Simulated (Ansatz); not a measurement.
`C#[C][GeH2][F]` + `[GaH3]` → `[F][GeH2][GaH2]` + `C#C` at 298.15 K and 1 bar (formal exchange of groups at a Ge–C bond).

Isolated molecules relaxed with PBE0-D4/def2-TZVP in Ansatz; ΔE leaves out vibrations. CCSD(T)/CBS is the MP2 limit (def2-TZVPP, def2-QZVPP) plus CCSD(T) − MP2 in def2-TZVPP, frozen cores. This one scheme is used for every species. For Ga, Ge outer-core shells are correlated without core-valence functions, which leaves a few kJ/mol of doubt a bond. Scalar relativity is left out up to krypton.

```json
{"species": "`C#[C][GeH2][F]`", "CCSD(T)/CBS energy (Eh)": "-2253.77838", "H − E (kJ/mol)": "114.3", "S (J/(mol·K))": "313.0"}
{"species": "`[GaH3]`", "CCSD(T)/CBS energy (Eh)": "-1925.70545", "H − E (kJ/mol)": "59.6", "S (J/(mol·K))": "218.4"}
{"species": "`[F][GeH2][GaH2]`", "CCSD(T)/CBS energy (Eh)": "-4102.26260", "H − E (kJ/mol)": "100.3", "S (J/(mol·K))": "337.9"}
{"species": "`C#C`", "CCSD(T)/CBS energy (Eh)": "-77.22717", "H − E (kJ/mol)": "80.8", "S (J/(mol·K))": "200.2"}
```

H − E and S are ideal-gas, rigid-rotor, harmonic terms from PBE0-D4/def2-TZVP. 1 Eh = 2625.50 kJ/mol, R = 8.31446 J/(mol·K).

Problem. By hand: ΔE, ΔH, ΔS and ΔG.

Solution. ΔE = (-4102.26260) + (-77.22717) − (-2253.77838) − (-1925.70545) = -0.00594 Eh = -15.6 kJ/mol. Δ(H − E) = 100.3 + 80.8 − 114.3 − 59.6 = 7.2, so ΔH = -8.4 kJ/mol. ΔS = 337.9 + 200.2 − 313.0 − 218.4 = 6.7 J/(mol·K). ΔG = -8.4 − 298.15 × (6.7)/1000 = -10.4 kJ/mol.

Problem. By hand: the equilibrium constant, and the temperature at which ΔG would vanish if ΔH and ΔS stayed fixed.

Solution. log₁₀ K = −ΔG/(RT ln 10) = 1.8. ΔH and −TΔS have one sign here, so there is no such temperature.

The number of gas molecules stays the same, so ΔS is small and ΔH decides. A doubt of 5 kJ/mol in ΔE shifts log₁₀ K by 0.9 here. These are equilibria of isolated gas molecules and say nothing of rates. Largest T1 diagnostic: 0.013 (customary marks: 0.02 for closed shells, 0.045 for open ones).
